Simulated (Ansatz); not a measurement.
Ansatz (a first-principles code) input (B2GP-PLYP/def2-TZVPD):

Ansatz 0.2 input:
```yaml
crystal:
  periodic: [false, false, false]
  atoms:
    - {symbol: Si, position_ang: [-0.75426343, -0.73956158, 0.17256224]}
    - {symbol: C, position_ang: [-2.07693290, 0.50048613, -0.02187272]}
    - {symbol: F, position_ang: [-0.75713552, -1.88747536, -0.91375377]}
    - {symbol: O, position_ang: [0.79722634, 0.02767090, -0.32150914]}
    - {symbol: Si, position_ang: [1.72643420, 1.34086015, 0.45879182]}
    - {symbol: H, position_ang: [-0.45339021, -1.25825040, 1.50684190]}
    - {symbol: H, position_ang: [-2.13279233, 0.87229367, -1.04645441]}
    - {symbol: H, position_ang: [-3.03806845, 0.04241037, 0.22741870]}
    - {symbol: H, position_ang: [-1.93176015, 1.34380369, 0.65735369]}
    - {symbol: H, position_ang: [0.86975852, 1.59343454, 1.62313335]}
    - {symbol: H, position_ang: [3.02795080, 0.73570801, 0.75695334]}
    - {symbol: H, position_ang: [1.74962476, 2.41540500, -0.53835722]}
    - {symbol: H, position_ang: [1.19629242, -0.39999049, -1.09875283]}
basis:
  gaussian:
    orbitals: def2-TZVPD
hamiltonian:
  xc: {name: B2GP-PLYP}
total_charge: 1
magnetization: {spin_polarized: false}
correlation: {electrons: outside_noble_gas}
```

Output:

```
Functional definition: B2GP-PLYP
integrals: 0.71 GiB planned
1864 factors; integrals over basis functions are off by at most 8.6e-4 eV
0.39 GiB of the device are held for the grids
1.55 GiB of device memory are held for the factors and their scratch space
mean field: 1.97 GiB planned
mean field evaluation 1: about -21653.1332 eV, gradient 7.6e1 eV
mean field evaluation 2: about -21653.1861 eV, gradient 7.5e1 eV
mean field evaluation 4: about -21662.4690 eV, gradient 5.8e0 eV
mean field evaluation 8: about -21662.5474 eV, gradient 3.9e-1 eV
mean field evaluation 16: about -21662.5476 eV, gradient 6.1e-5 eV
mean field -21662.54761358 eV, -796.0839413969 hartree, gradient 4.4e-6 eV, S^2 0.000000; 0 other end points of the search recorded, 0 dependent functions left out
13 core orbitals not correlated
reference -21662.54776526 eV, -796.0839469709 hartree; 16, 16 occupied and 246, 246 virtual orbitals, 1864 factors
second order -27.53478319 eV of doubles, -0.00000000 eV of singles
Total energy: -21672.46028721 eV, -796.4482254336 hartree
```

It need not be the lowest isomer of its formula.
